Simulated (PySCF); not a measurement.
The numbers are results of PBE-D3(BJ)/def2-TZVP // PBE0-D4/def2-TZVP (PySCF 2.14.0), not measurements. Isolated molecules, 0 K electronic values unless said otherwise. One relaxed conformer stands for a flexible species; it need not be the lowest. Delta-SCF ions had no search for a lower state. Excitations are Tamm–Dancoff values on a coarser integration grid. The basis has no diffuse functions, so Rydberg states are missing or too high.

Reference species (SMILES): `C(B)(C(N)=C)=C` (neutral, multiplicity 1).

- LUMO = -2.92 eV
- HOMO = -5.14 eV
- vertical ionisation energy (Delta-SCF) = 8.08 eV
- T1 excitation (TDA) = 2.02 eV

Changed species: `B/C(N)=C/C=C`.

**Question.** Predict the effect on the LUMO, HOMO, vertical ionisation energy (Delta-SCF) and T1 excitation (TDA).

**Answer.** the LUMO drops by 0.02 eV, to -2.94 eV; the HOMO increases by 0.13 eV, to -5.01 eV; the vertical ionisation energy (Delta-SCF) falls by 0.31 eV, to 7.77 eV; the T1 excitation (TDA) falls by 0.37 eV, to 1.65 eV.
